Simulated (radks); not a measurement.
Isoelectronic series with 8 electrons, all held in the configuration [He] 2s2 2p4, which need not be the ground one along the series. All-electron calculation, Dirac Kohn-Sham, LDA (Slater exchange, Perdew-Wang correlation), spin-unpolarised, spherical densities, point nucleus; open shells fill j = l - 1/2 first. Program: a radial shooting solver on a logarithmic mesh with Libxc functionals. Total energies (hartree) and mean radii <r> (bohr) (* marks an orbital that is empty in some or all of the ions):

| ion | E (hartree) | 3p1/2* | 3s1/2* | 2p3/2 | 2p1/2 |
|---|---|---|---|---|---|
| Si6+ | -271.19526 | 1.484 | 1.451 | 0.4858 | 0.4841 |
| Cl9+ | -417.35910 | 1.081 | 1.086 | 0.3748 | 0.3729 |
| Ca12+ | -595.65509 | 0.8525 | 0.8698 | 0.3054 | 0.3032 |
| V15+ | -806.34298 | 0.7041 | 0.7256 | 0.2577 | 0.2553 |
| Fe18+ | -1049.73524 | 0.5995 | 0.6222 | 0.2229 | 0.2202 |
| Cu21+ | -1326.19813 | 0.5218 | 0.5443 | 0.1963 | 0.1934 |
| Ge24+ | -1636.15418 | 0.4615 | 0.4835 | 0.1754 | 0.1722 |
| Br27+ | -1980.08548 | 0.4135 | 0.4346 | 0.1585 | 0.1550 |
| Sr30+ | -2358.53762 | 0.3742 | 0.3943 | 0.1445 | 0.1407 |
| Nb33+ | -2772.12454 | 0.3414 | 0.3606 | 0.1328 | 0.1287 |
| Ru36+ | -3221.53398 | 0.3136 | 0.3320 | 0.1228 | 0.1184 |
| Ag39+ | -3707.53408 | 0.2898 | 0.3073 | 0.1141 | 0.1095 |
| Sn42+ | -4230.98095 | 0.2690 | 0.2857 | 0.1066 | 0.1017 |
